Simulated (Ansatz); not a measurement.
`B[CH2][SnH2][CH3]` at its PBE0-D4/def2-TZVP geometry, where that method's forces vanish. The species carries charge 0 and has multiplicity 1. Sn takes the def2 core potential.

| atom | x (Å) | y (Å) | z (Å) |
| --- | --- | --- | --- |
| B1 | 1.1943 | 1.7663 | 0.1219 |
| C2 | -0.0149 | 1.3697 | -0.6915 |
| Sn3 | 0.3184 | -0.8003 | -0.4161 |
| C4 | -1.2934 | -1.5289 | 0.7808 |
| H5 | 1.1188 | 1.8601 | 1.3171 |
| H6 | 2.2672 | 1.8985 | -0.3984 |
| H7 | -1.0106 | 1.5062 | -0.2689 |
| H8 | -0.0022 | 1.5037 | -1.7724 |
| H9 | 1.8169 | -1.1327 | 0.3380 |
| H10 | 0.3218 | -1.4858 | -1.9814 |
| H11 | -2.2425 | -1.3410 | 0.2788 |
| H12 | -1.1844 | -2.6003 | 0.9494 |
| H13 | -1.2895 | -1.0155 | 1.7425 |

Q: For each bond, give half the difference of the two atoms' forces along it (eV/Å; positive pushes the atoms apart) under PBE-D4, r2SCAN-D4, B3LYP-D4, ωB97M-V in def2-TZVPP. (Estimate.)

A: Ansatz gave: 
```
   bond  length (Å)  PBE-D4  r2SCAN-D4  B3LYP-D4  ωB97M-V
  B1–C2       1.510   -0.01       0.04      0.09     0.12
  B1–H5       1.201    0.05      -0.04     -0.11    -0.11
  B1–H6       1.200    0.05      -0.04     -0.11    -0.11
 C2–Sn3       2.213    0.11       0.06      0.18     0.00
  C2–H7       1.090    0.10      -0.02     -0.07    -0.06
  C2–H8       1.089    0.10      -0.02     -0.07    -0.07
 Sn3–C4       2.136    0.07       0.07      0.20     0.01
 Sn3–H9       1.710    0.04      -0.02     -0.03    -0.07
Sn3–H10       1.709    0.07      -0.03     -0.05    -0.08
 C4–H11       1.090    0.09      -0.03     -0.08    -0.04
 C4–H12       1.090    0.10      -0.03     -0.08    -0.04
 C4–H13       1.090    0.09      -0.03     -0.08    -0.04
```

B3LYP here is the variant with VWN-RPA as its local correlation; programs differ in this.
